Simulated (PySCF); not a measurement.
Pb(OH)2 (H₂O₂Pb), SMILES [OH][Pb][OH] (connectivity only; charge and spin as stated), neutral, multiplicity 1. Atoms are numbered in the order given.

```xyz
5

Pb     0.2704     0.0224     0.0000
O     -1.2378     1.4686     0.0000
H     -2.1072     1.0465     0.0000
O     -1.1677    -1.5260     0.0000
H     -0.8227    -2.4257     0.0000
```

Geometry optimised at B3LYP-D3(BJ)/def2-TZVP. The def2 effective core potentials stand for the cores of Pb; spin–orbit coupling is left out. Other conformers were not sampled.

The numbers are results of PySCF with TDDFT-M06-2X/def2-SVPD, not measurements.

Vertical excitations. The molecule is in vacuum. State labels are in the subgroup Cs.

Computed excitation energies, oscillator strengths and character:
```
state  symmetry  energy (eV)  λ (nm)      f                                                  main pairs
-----  --------  -----------  ------  -----  ----------------------------------------------------------
S1           A"         4.57     271  0.045                                              HOMO→LUMO 98 %
S2           A'         5.42     229  0.002                                            HOMO−1→LUMO 88 %
S3           A"         5.57     223  0.000                                            HOMO−3→LUMO 97 %
S4           A'         5.98     207  0.003                                            HOMO−2→LUMO 81 %
S5           A"         6.57     189  0.022                      HOMO−1→LUMO+1 72 %, HOMO−2→LUMO+1 14 %
S6           A'         6.65     186  0.239                                            HOMO→LUMO+1 83 %
S7           A"         6.92     179  0.003                      HOMO−1→LUMO+3 60 %, HOMO−2→LUMO+1 24 %
S8           A'         7.24     171  0.321      HOMO→LUMO+3 56 %, HOMO→LUMO+2 23 %, HOMO−3→LUMO+1 11 %
S9           A'         7.31     170  0.094      HOMO→LUMO+2 49 %, HOMO→LUMO+3 32 %, HOMO−3→LUMO+1 11 %
S10          A"         7.52     165  0.001  HOMO−2→LUMO+1 45 %, HOMO−1→LUMO+3 22 %, HOMO−1→LUMO+2 15 %
T1           A"         3.73     333      0                                              HOMO→LUMO 94 %
T2           A'         4.74     262      0                                            HOMO−1→LUMO 94 %
T3           A'         5.29     234      0                          HOMO−2→LUMO 78 %, HOMO→LUMO+1 13 %
T4           A"         5.40     230      0                                            HOMO−3→LUMO 97 %
```
Triplets are in the Tamm–Dancoff approximation, which puts them higher than full response would, so one can lie above its singlet here.
